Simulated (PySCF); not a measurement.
Br₂GaHO, SMILES [OH][Ga]([Br])[Br]. Geometry: PBE0-D3(BJ)/def2-SVP. The structure was generated by enumeration; whether it is a known compound was not checked. One conformer was computed; it need not be the lowest.

Calculation: PBE0-D3(BJ)/def2-SVP (PySCF 2.14.0).

Harmonic wavenumbers (cm⁻¹): 87, 143, 153, 272, 350, 356, 733, 822, 3899. Rotational constants (GHz): 3.077, 0.8101, 0.6413; symmetry number 1.

Question: Work out the zero-point energy and the ideal-gas rigid-rotor harmonic-oscillator thermochemistry at 298.15 K and 1 atm.

Answer: ZPE = ½ Σ hcν = ½ × 6814 cm⁻¹ = 9.74 kcal/mol. H − E(el) = 14.24 kcal/mol. Entropy in cal/(mol K): translation 42.41, rotation 29.69, vibration 13.48, total 85.57. G − E(el) = -11.27 kcal/mol. Cp = 19.96 cal/(mol K). Modes under 150 cm⁻¹ make the vibrational entropy uncertain.
